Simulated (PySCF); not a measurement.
# Magnetic susceptibility: `O=[PH]1CCCCC1`, C5H11OP

Geometry:
| atom | x (Å) | y (Å) | z (Å) |
| --- | --- | --- | --- |
| O1 | 0.341 | -2.640 | 1.501 |
| P2 | 0.177 | -1.616 | 0.466 |
| C3 | -1.343 | -0.612 | 0.586 |
| C4 | -1.356 | 0.502 | -0.451 |
| C5 | -0.149 | 1.427 | -0.308 |
| C6 | 1.168 | 0.727 | -0.632 |
| C7 | 1.498 | -0.359 | 0.383 |
| H8 | 0.128 | -2.120 | -0.837 |
| H9 | -1.363 | -0.208 | 1.604 |
| H10 | -2.205 | -1.276 | 0.480 |
| H11 | -2.274 | 1.085 | -0.343 |
| H12 | -1.356 | 0.064 | -1.452 |
| H13 | -0.273 | 2.275 | -0.985 |
| H14 | -0.111 | 1.817 | 0.712 |
| H15 | 1.976 | 1.463 | -0.648 |
| H16 | 1.104 | 0.283 | -1.628 |
| H17 | 2.440 | -0.862 | 0.147 |
| H18 | 1.591 | 0.054 | 1.392 |

Level of theory: GIAO BHandHLYP/pcSseg-1 magnetisability, rotational g tensor and spin-rotation constants, non-relativistic, gas phase in PySCF. Geometry: GFN2-xTB.

Question: How diamagnetic is it, and how anisotropic?

Answer: Isotropic -1271 × 10⁻³⁰ J/T², or -76.6 × 10⁻⁶ cm³/mol; principal values -1368, -1268, -1178 × 10⁻³⁰ J/T², anisotropy 164 × 10⁻³⁰ J/T² (root of half the summed squared differences of the principal values). The susceptibility is in cgs units.

Question: Split it along the inertial axes a, b, c into diamagnetic and paramagnetic parts about the centre of mass, with the quadrupole moment.

Answer: 
```csv
axis,χ (10⁻⁶ cm³/mol),diamagnetic (10⁻⁶ cm³/mol),paramagnetic (10⁻⁶ cm³/mol),summed x² of all electrons (Å²),quadrupole Θ (D Å)
a,-81.8,-455.0,373.2,153.6,-15.28
b,-76.4,-760.5,684.2,81.6,+8.80
c,-71.5,-997.6,926.1,25.7,+6.48
```
Anisotropies 2χaa − χbb − χcc = -15.8 and 2χbb − χaa − χcc = +0.6 × 10⁻⁶ cm³/mol. Θ is traceless in Buckingham's convention.

Question: And the rotational g tensor?

Answer: 
```
axis  rotational constant (GHz)        g  nuclear part  electronic part
   a                     3.7605  -0.0095        0.6499          -0.6593
   b                     1.8539  -0.0218        0.5741          -0.5959
   c                     1.3683  -0.0183        0.5770          -0.5953
```
Asymmetric top; isotopes 12C, 1H, 16O, 31P; no vibrational averaging.
